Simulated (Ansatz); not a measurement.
## How methods differ on GeO (SMILES [O]=[Ge])

GeO: 2 atoms, total charge 0, spin state singlet. As SMILES, `[O]=[Ge]`. The shape comes from GFN2-xTB, which is rough for such elements, and wasn't checked as a minimum.

```xyz
2

O     0.0000    0.0000    0.0000
Ge    0.0000    0.0000    1.5765
```

Each level gives the energy change with the O1–Ge2 bond stretched from 1.576 to 1.971 Å (eV). The values are calculated.

```
                      level                   kind  program  value (eV)  less FCI/STO-3G
   BLYP/STO-3G (restricted)                    GGA   Ansatz        3.22            +0.89
    PBE/STO-3G (restricted)                    GGA   Ansatz        3.23            +0.90
 r2SCAN/STO-3G (restricted)               meta-GGA   Ansatz        3.41            +1.08
  B3LYP/STO-3G (restricted)          global hybrid   Ansatz        3.47            +1.14
r2SCAN0/STO-3G (restricted)        hybrid meta-GGA   Ansatz        3.62            +1.29
 B2PLYP/STO-3G (restricted)          double hybrid   Ansatz        2.57            +0.24
BCCD(T)/STO-3G (restricted)  coupled cluster or CI   Ansatz        2.25            -0.08
                 FCI/STO-3G     exact in the basis   Ansatz        2.33             0.00
```

FCI/STO-3G is exact within its basis and frozen core, so for wave-function methods in that basis the difference is their error; functionals converge differently with the basis, so for them it is only a difference. All-electron rows without a relativistic Hamiltonian named are non-relativistic. The first shape isn't each level's own minimum. The values span 2.25 to 3.62 eV. All rows use very small basis sets, so none should be taken for the real molecule's value. In the correlated wave-function rows the outer d shell of Ge is correlated, in sets not made for it.
